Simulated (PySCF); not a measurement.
CI: frontier orbitals

PBE0 at R = 2.038 Å; basis C cc-pVTZ, I cc-pVTZ-PP with ECP28; scalar-relativistic core potentials; PySCF 2.14. State: ²Π (doublet), unpaired electrons π ↑. Only the outer orbitals are listed, counted within each symmetry, core potentials removing the inner ones.

```json
{"spin": "α", "orbital": "5σ", "occ.": "1", "ε (eV)": "-21.43", "on C (%)": "27", "main shells (%)": "70 I s, 22 C s"}
{"spin": "α", "orbital": "6σ", "occ.": "1", "ε (eV)": "-15.87", "on C (%)": "58", "main shells (%)": "58 C s, 26 I s, 15 I p"}
{"spin": "α", "orbital": "3π", "occ.": "1", "ε (eV)": "-9.56", "on C (%)": "35", "main shells (%)": "64 I p, 34 C p"}
{"spin": "α", "orbital": "3π", "occ.": "1", "ε (eV)": "-9.13", "on C (%)": "17", "main shells (%)": "83 I p, 16 C p"}
{"spin": "α", "orbital": "7σ", "occ.": "1", "ε (eV)": "-9.03", "on C (%)": "59", "main shells (%)": "40 C p, 40 I p, 18 C s"}
{"spin": "α", "orbital": "4π", "occ.": "1", "ε (eV)": "-6.44", "on C (%)": "62", "main shells (%)": "62 C p, 35 I p"}
{"spin": "α", "orbital": "4π", "occ.": "0", "ε (eV)": "-3.63", "on C (%)": "78", "main shells (%)": "78 C p, 17 I p"}
{"spin": "α", "orbital": "8σ", "occ.": "0", "ε (eV)": "-0.61", "on C (%)": "31", "main shells (%)": "59 I p, 41 C p, 8 I d"}
{"spin": "α", "orbital": "9σ", "occ.": "0", "ε (eV)": "3.27", "on C (%)": "-6", "main shells (%)": "104 I s"}
{"spin": "β", "orbital": "5σ", "occ.": "1", "ε (eV)": "-21.10", "on C (%)": "20", "main shells (%)": "78 I s, 14 C s"}
{"spin": "β", "orbital": "6σ", "occ.": "1", "ε (eV)": "-14.80", "on C (%)": "58", "main shells (%)": "57 C s, 22 I p, 18 I s"}
{"spin": "β", "orbital": "3π", "occ.": "1", "ε (eV)": "-9.10", "on C (%)": "13", "main shells (%)": "87 I p, 12 C p"}
{"spin": "β", "orbital": "3π", "occ.": "1", "ε (eV)": "-8.70", "on C (%)": "8", "main shells (%)": "91 I p"}
{"spin": "β", "orbital": "7σ", "occ.": "1", "ε (eV)": "-8.58", "on C (%)": "63", "main shells (%)": "39 C p, 36 I p, 24 C s"}
{"spin": "β", "orbital": "4π", "occ.": "0", "ε (eV)": "-3.14", "on C (%)": "82", "main shells (%)": "82 C p, 13 I p"}
{"spin": "β", "orbital": "4π", "occ.": "0", "ε (eV)": "-1.89", "on C (%)": "85", "main shells (%)": "85 C p, 8 I p"}
{"spin": "β", "orbital": "8σ", "occ.": "0", "ε (eV)": "-0.32", "on C (%)": "33", "main shells (%)": "56 I p, 42 C p, 9 I d"}
```

Q: Which are the highest filled and the lowest empty level, where do they sit, and how wide is the gap?

A: Highest filled α 4π at -6.44 eV (in %: 62 C p, 35 I p); lowest empty α 4π at -3.63 eV (in %: 78 C p, 17 I p); the gap at PBE0 is 2.81 eV. Both belong to one degenerate shell, split only by its one-sided filling, so this is no excitation gap.

| Property | Result |
| --- | --- |
| bond order (Mayer) | 1.64 |
| ⟨S²⟩ | 0.758 |
| charge on C (Mulliken, basis-dependent) | -0.19 |
| charge on C (Löwdin, basis-dependent) | -0.37 |
| dipole moment (positive dipole means C(−)I(+)) | 1.68 D |
| polarisability along the bond | 59.7 bohr³ |
| polarisability across the bond | 30.0 bohr³ |

Shares are Mulliken populations and can fall outside 0 to 100 %.

Spin–orbit coupling is left out. The state is the lowest determinant that a PBE0 search found; another state may lie lower at other levels.
